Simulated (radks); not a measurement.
The numbers below are computed, except where a source is named.
Species: La13+. Configuration: [Kr] 4d8. Level of theory: scalar-relativistic Kohn-Sham, exchange-only LDA, spin-polarised, spherical densities, point nucleus; open shells are filled with parallel spins first (spin-orbit coupling, left out, can overturn this in heavy ions) (a radial shooting solver on a logarithmic mesh with Libxc functionals).

X-ray form factor f0, the Fourier transform of the density (f0(0) = 44):

| sin(theta)/lambda (1/angstrom) | f0 (electrons) |
|---|---|
| 0.05 | 43.809 |
| 0.1 | 43.244 |
| 0.15 | 42.333 |
| 0.2 | 41.116 |
| 0.25 | 39.646 |
| 0.3 | 37.985 |
| 0.4 | 34.337 |
| 0.5 | 30.637 |
| 0.6 | 27.235 |
| 0.8 | 21.941 |
| 1 | 18.530 |
| 1.25 | 15.712 |
| 1.5 | 13.421 |
| 2 | 9.469 |
